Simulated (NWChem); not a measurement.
**Total energies of F3In**

```xyz
4

In     0.0000     0.0000     0.0000
F      0.0000     0.0000     1.9351
F     -1.6757     0.0000    -0.9677
F      1.6757     0.0000    -0.9677
```
Charge 0, spin multiplicity 1.

Everything below was run with NWChem. All single points use one geometry, from PBE0/def2-SVP with def2 effective core potentials on In, a minimum by its harmonic frequencies.

Basis set: def2-SVP (68 functions).

```csv
method,total energy (Ha)
RHF,-487.33895
MP2,-487.98839
B2PLYP,-488.99440
PBE,-489.20205
B3LYP,-489.54002
LC-wPBE (omega 0.3 per bohr),-489.28221
CCSD(T),-488.00158
```

Total energies of different functionals aren't comparable as a measure of quality: only differences taken within one method are. 

Effective core potentials replace the inner electrons of In; spin-orbit coupling is left out. The correlated methods keep 7 core orbitals frozen. B3LYP has NWChem's definition, with VWN1-RPA local correlation. The structure started from a generated list of species. No row is a measurement; the coupled-cluster row has its own basis-set and correlation limits.
